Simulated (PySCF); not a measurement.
C₉H₈ (charge -1 and doublet state).
Geometry (GFN2-xTB, Å), atoms numbered from 1 in this order:
```xyz
17
C9H8 angstrom
C      4.229   -1.053    0.074
C      3.708    0.007    0.297
C      2.974    1.247    0.491
C      1.601    1.124   -0.005
C      0.576    0.565   -0.384
C     -0.662    0.193   -0.845
C     -1.759   -0.095   -0.029
C     -3.011   -0.495   -0.499
C     -4.115   -0.774    0.261
H      4.657   -1.992   -0.122
H      3.501    2.060   -0.036
H      2.962    1.494    1.563
H     -0.780    0.098   -1.923
H     -1.629    0.006    1.045
H     -3.115   -0.593   -1.580
H     -4.092   -0.700    1.338
H     -5.052   -1.079   -0.181
```

The hyperfine couplings belong to this conformer and change with its torsions.

The species is `C(=C)/C=C/C#CC[C]=[CH-]` [radical] (charge -1).

Level of theory: UKS B3LYP, pcH-1 on C H, non-relativistic, mean-field spin-orbit, GIAO (PySCF). Whether the extra electron is bound in the gas phase wasn't checked; a finite basis holds it in any case. The geometry wasn't refined by DFT: couplings that depend on bond lengths, twists or pyramidal angles can differ widely from those at the functional's own minimum, by a factor of two or more for some ions and for spin on atoms past the first row. No stability test was run, so a lower SCF solution isn't excluded.

(1) What is the g tensor, term by term?

(2) At 9.451 GHz, how far is the centre of the isotropic spectrum from where a free electron (g = 2.002319) resonates?

(3) What effective moment and Curie constant follow for a powder?

(4) In a frozen sample, at which fields do the three g values resonate at 9.5, 34, 94 and 263 GHz (hyperfine left aside), and which band first spreads them over more than twice a line width of 1.0 mT?

Answers

(1) 
```json
{"Δg (ppm)": "relativistic mass correction", "1": "-148", "2": "-148", "3": "-148"}
{"Δg (ppm)": "gauge correction", "1": "1", "2": "39", "3": "28"}
{"Δg (ppm)": "orbital Zeeman/spin–orbit", "1": "-100", "2": "211", "3": "703"}
{"Δg (ppm)": "total", "1": "-247", "2": "101", "3": "583"}
```

So g = 2.00207, 2.00242, 2.00290 and g_iso = 2.00247; the tensor is rhombic: the two nearest values differ by 42 % of g3 − g1. Axes: g3 points within 11° of the C7–H14 bond.

(2) B = hν/(g μB) with μB/h = 13.99624 MHz/mT gives 337.24 mT for the free electron and 337.21 mT at g_iso, 0.02 mT lower.

(3) With the mean of g² = 4.0099 and S(S+1) = 0.75: μ_eff = √(⟨g²⟩S(S+1)) = 1.734 μB and χT = 0.12505·⟨g²⟩·S(S+1) = 0.376 cm³ K/mol (cgs; spin-Hamiltonian part alone).

(4) 
```json
{"band": "X", "GHz": "9.5", "B(g3) mT": "338.88", "B(g2) mT": "338.97", "B(g1) mT": "339.03", "spread mT": "0.14"}
{"band": "Q", "GHz": "34.0", "B(g3) mT": "1212.85", "B(g2) mT": "1213.14", "B(g1) mT": "1213.35", "spread mT": "0.50"}
{"band": "W", "GHz": "94.0", "B(g3) mT": "3353.18", "B(g2) mT": "3353.98", "B(g1) mT": "3354.57", "spread mT": "1.39"}
{"band": "J", "GHz": "263.0", "B(g3) mT": "9381.76", "B(g2) mT": "9384.02", "B(g1) mT": "9385.65", "spread mT": "3.89"}
```

The spread grows in proportion to the frequency. J band is the first where it exceeds 2.0 mT.

The largest Mulliken spin populations are on C9 (+0.43), C4 (+0.25), C7 (+0.23) and C6 (+0.18). Four atoms exceed +0.15.

The HOMO–LUMO gaps are 2.80 eV among the α and 3.87 eV among the β orbitals.

The SMILES draws the unpaired electron on C2; the largest computed Mulliken spin population is on C9 (0.43 against 0.01).
